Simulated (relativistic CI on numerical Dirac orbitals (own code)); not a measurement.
Hyperfine structure of Ge²²⁺, mass number 73

Computed by Dirac-Coulomb-Breit CI, KLI orbitals optimised for each configuration, model QED (radiative potential, 1s self-energy scaled to tabulated hydrogen-like ionisation energies), unscaled Slater integrals (own radial code, finite nucleus).

CI space (outside the closed core 1s2): 2s²2p⁶, 2s²2p⁵3s, 2s²2p⁵3p, 2s²2p⁵3d, 2s2p⁶3s, 2s2p⁶3p, 2s2p⁶3d, 2s²2p⁵4s, 2s²2p⁵4p, 2s²2p⁵4d, 2s²2p⁵4f, 2s2p⁶4s, 2s2p⁶4p, 2s²2p⁴3s², 2s2p⁶4d, 2s2p⁶4f. Levels of other configurations are missing.

Nuclear spin I = 9/2, μ = -0.87824 μN, Q = -0.196 b (tables of Stone and Pyykkö). The electronic factors are computed for point nuclear moments, without core polarisation or the Bohr-Weisskopf and QED corrections.

```
        Level   E (eV)  A (MHz)  B (MHz)
2s²2p⁵3s ³P°2  1234.81   -18430    18800
2s²2p⁵3s ¹P°1  1237.58    -1709     7560
2s²2p⁵3s ³P°1  1268.79   -49180     1830
 2s²2p⁵3p ³D2  1280.92   -10830    18500
 2s²2p⁵3p ³D3  1286.95    -6225    14300
 2s²2p⁵3p ¹P1  1287.77    -7534     -832
 2s²2p⁵3p ³P2  1291.03    -6213      529
 2s²2p⁵3p ³D1  1312.40   -33810     -335
```

Levels with J = 0, under 50 % of one LS term, or S terms without an open s electron are left out. Small factors come from cancelling terms and can be off by tens of per cent or more.

At this charge energies of transitions that change n are usually good to better than 1 %, and those within a shell (Δn = 0) to a few per cent.

Question: Give the hyperfine levels of 2s²2p⁵3s ³P°2 relative to its centre of gravity.

Answer: With K = F(F + 1) − I(I + 1) − J(J + 1), E = AK/2 + B[¾K(K + 1) − I(I + 1)J(J + 1)]/[2I(2I − 1)J(2J − 1)]: F = 5/2: 211300, F = 7/2: 138600, F = 9/2: 49800, F = 11/2: -51550, F = 13/2: -161100 MHz.

LS names give the leading component of a level, which can be under half, so a name can repeat, a term be missing and a line seem to break the LS rules.
